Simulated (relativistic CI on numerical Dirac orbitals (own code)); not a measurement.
Hyperfine structure of Nb X, mass number 93

Method of calculation: Dirac-Coulomb-Breit CI, orbitals from a KLI potential per configuration, model QED (radiative potential, 1s self-energy scaled to tabulated hydrogen-like ionisation energies), unscaled Slater integrals (own radial code, finite nucleus).

Configuration list (outside the closed core [Ar] 3d10): 4s2 4p2, 4s 4p3, 4p4, 4s2 4p 4d, 4s 4p2 4d, 4s2 4p 4f, 4s 4p2 4f, 4s2 4p 5s, 4p3 4d, 4s2 4p 5p, 4s 4p 4d2, 4s2 4d 4f, 4s2 4d2, 4s 4d3, 4s 4d2 4f, 4p2 4d2, 4p 4d3, 4p 4d2 4f, 4p 4d2 5s, 4s2 4f2, 4s 4d 4f2, 4s 4f3, 4s2 4d 5s, 4s 4d2 5s, 4s 4d 4f 5s. Double excitations out of closed p, d and f shells are left out; levels of such configurations are missing from the list, as are those of other unlisted configurations, and high levels can miss mixing partners. These lack a partner that the ground configuration has and come out too high: 4s2 4p 5p.

Nuclear spin I = 9/2, μ = 6.163 μN, Q = -0.32 b (tables of Stone and Pyykkö). The electronic factors are computed for point nuclear moments, without core polarisation or the Bohr-Weisskopf and QED corrections.

```csv
Level,E (eV),A (MHz),B (MHz)
4s2 4p2 3P_1,1.6917,-615.7,-1010
4s2 4p2 3P_2,2.7945,8658,670
4s2 4p2 1D_2,5.8185,6450,-2670
4s 4p3 5S°_2,21.6983,25170,-23.7
4s 4p3 3D°_1,28.0375,-15210,-1210
4s 4p3 3D°_2,28.0994,15360,-2150
4s 4p3 3D°_3,28.7482,22700,164
4s 4p3 3P°_1,32.2873,30080,1280
```

Levels with J = 0, under 50 % of one LS term, or S terms without an open s electron are left out. Small factors come from cancelling terms and can be off by tens of per cent or more.

At this charge energies of transitions that change n are usually good to better than 1 %, and those within a shell (Δn = 0) to a few per cent.

Give the hyperfine levels of 4s2 4p2 3P_2 relative to its centre of gravity.

With K = F(F + 1) − I(I + 1) − J(J + 1), E = AK/2 + B[¾K(K + 1) − I(I + 1)J(J + 1)]/[2I(2I − 1)J(2J − 1)]: F = 5/2: -94930, F = 7/2: -64920, F = 9/2: -26170, F = 11/2: 21450, F = 13/2: 78090 MHz.

LS names give the leading component of a level, which can be under half, so a name can repeat, a term be missing and a line seem to break the LS rules.
